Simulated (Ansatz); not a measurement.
H₂Cl₃FGeSi (SMILES F[SiH2][Ge]([Cl])([Cl])[Cl]), singlet, geometry from GFN2-xTB; CASSCF(4,5)/STO-3G in Ansatz (an electronic-structure program).

The Ansatz input:
Ansatz 0.2 input:
```yaml
crystal:
  periodic: [false, false, false]
  atoms:
    - {symbol: Si, position_ang: [2.20898050, -0.25151199, -0.09299374]}
    - {symbol: F, position_ang: [2.78646754, 1.06814528, 0.60235913]}
    - {symbol: Ge, position_ang: [-0.19982458, -0.06179748, -0.03492100]}
    - {symbol: Cl, position_ang: [-1.09434335, -0.10278193, 1.92200341]}
    - {symbol: Cl, position_ang: [-1.03643436, 1.67859566, -0.98395401]}
    - {symbol: Cl, position_ang: [-1.10161962, -1.72538535, -1.07198878]}
    - {symbol: H, position_ang: [2.65178307, -1.35695025, 0.73776758]}
    - {symbol: H, position_ang: [2.68942283, -0.21495300, -1.46264590]}
basis:
  gaussian:
    orbitals: STO-3G
hamiltonian:
  xc: hf
magnetization: {spin_polarized: false}
correlation: {active_space: {window: {electrons: 4, orbitals: 5}}}
```

The log (banner, timings and long lists left out):

```
Functional definition: HF
670 factors; integrals over basis functions are off by at most 3.5e-5 eV
mean field evaluation 1: about -103412.7707 eV, gradient 2.9e1 eV
mean field evaluation 2: about -103412.8168 eV, gradient 2.9e1 eV
mean field evaluation 4: about -103417.3255 eV, gradient 1.7e0 eV
mean field evaluation 8: about -103417.3489 eV, gradient 6.1e-4 eV
mean field -103417.34893908 eV, -3800.5174747145 hartree, gradient 7.9e-7 eV, S^2 0.000000; 0 other end points of the search recorded, 0 dependent functions left out
reference -103417.34893908 eV, -3800.5174747145 hartree; 54, 54 occupied and 7, 7 virtual orbitals, 670 factors
state -103418.26047409 eV, -3800.5509730082 hartree
2 active orbitals were swapped for others, from the solution at -103418.04906123 eV, -3800.5432037288 hartree to that at -103418.26047409 eV, -3800.5509730082 hartree; typed "places" are swapped only where nearly empty or full, and so, without "given_window_search", are "orbital_numbers", "shells" and a window whose orbitals a file names under [Active]
Total energy: -103418.26047409 eV, -3800.5509730082 hartree
```
